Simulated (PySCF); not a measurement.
Polarisability and C₆ of Tc+ (technetium, charge +1)

[Kr] 4d5 5s1, high-spin 7S determinant. Computed with PySCF 2.14 in x2c-TZVPPall with one added diffuse shell each of s, p, d, f type (9s7p7d3f1g, 95 functions), with scalar relativity by spin-free X2C-1e. Coupled (time-dependent) response in atomic units; α is the mean over directions.

```
   method  mean α (bohr³)  C₆ (like pair)  S(−4)
CAM-B3LYP           36.45           267.7  824.4
```

S(−4) is the Cauchy moment in α(ω) = α(0) + S(−4) ω² + …

α(iu) at CAM-B3LYP:

```json
{"u (hartree)": "0", "α(iu) (bohr³)": "36.45"}
{"u (hartree)": "0.0500", "α(iu) (bohr³)": "34.54"}
{"u (hartree)": "0.100", "α(iu) (bohr³)": "30.09"}
{"u (hartree)": "0.200", "α(iu) (bohr³)": "21.10"}
{"u (hartree)": "0.300", "α(iu) (bohr³)": "15.31"}
{"u (hartree)": "0.500", "α(iu) (bohr³)": "9.544"}
{"u (hartree)": "0.750", "α(iu) (bohr³)": "6.375"}
{"u (hartree)": "1.00", "α(iu) (bohr³)": "4.705"}
{"u (hartree)": "1.50", "α(iu) (bohr³)": "2.941"}
{"u (hartree)": "2.00", "α(iu) (bohr³)": "2.020"}
{"u (hartree)": "3.00", "α(iu) (bohr³)": "1.111"}
{"u (hartree)": "5.00", "α(iu) (bohr³)": "0.4774"}
```

A single London oscillator, α(iu) = α/(1 + u²/ω²), gives C₆ = (3/4) ω α². Matching the computed C₆ needs ω = 4 × 267.7 / (3 × 36.45²) = 0.269 hartree.

For an ion, C₆ is the dispersion term alone; charge-induced terms of lower order in 1/R come first.
